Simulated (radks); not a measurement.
All-electron atom: the selenium ion Se19+ in [He] 2s2 2p5 3s2 3p3 4s1 (not the ground configuration).

Calculated with a radial shooting solver on a logarithmic mesh with Libxc functionals: scalar-relativistic Kohn-Sham, r2SCAN, spin-polarised, spherical densities, finite nucleus; open shells are filled with parallel spins first; meta-GGA in the generalised Kohn-Sham scheme; Fermi nuclear charge, rms radius 4.14 fm.

Energy parts (hartree):
| part | energy |
|---|---|
| total | -2158.39041 |
| kinetic | 2208.28338 |
| electron-nucleus | -4734.24769 |
| Hartree | 428.02772 |
| exchange-correlation | -60.45383 |

Orbitals (lengths in bohr, moments of r in powers of bohr; r(max) is where P^2 peaks; r(90%) holds 90 % of the orbital's charge):
orbital  occ.  eigenvalue (hartree)  r(90%)   r(max)     <r^2>
1s up       1             -494.1884  0.0788  0.02880  0.002616
1s down     1             -493.6697  0.0787  0.02879  0.002611
2s up       1             -90.30257   0.295   0.1624   0.04320
2s down     1             -89.77988   0.295   0.1627   0.04320
2p up       3             -83.68498   0.270   0.1297   0.03380
2p down     2             -82.94125   0.271   0.1302   0.03396
3s up       1             -31.99198   0.701   0.4518    0.2651
3s down     1             -31.22994   0.707   0.4542    0.2695
3p up       3             -29.76946   0.698   0.4372    0.2564
3p down     0             -28.97927   0.705   0.4397    0.2608
3d up       0             -26.58572   0.651   0.3591    0.2096
3d down     0             -25.88748   0.654   0.3562    0.2104
4s up       1             -15.72070    1.33   0.9390     1.001
4p up       0             -14.82366    1.35   0.9448     1.018
4s down     0             -14.76594    1.32   0.9244    0.9755
4p down     0             -13.86276    1.34   0.9287    0.9961
4f up       0             -12.63985    1.21   0.7321    0.7720
4f down     0             -11.84490    1.19   0.7157    0.7476
5s up       0              -8.97458    2.13    1.600     2.635

The highest occupied level is 4s up at -427.78 eV. The configuration is held as typed, so some empty levels lie below it. The spin density at the nucleus is 149.2 e/bohr^3 (1s -24.4, 2s 14.7, 3s 13.6, 4s 145.2). The density falls to 0.001 e/bohr^3 at r = 1.78 bohr. Spin moment in Bohr magnetons: 5.
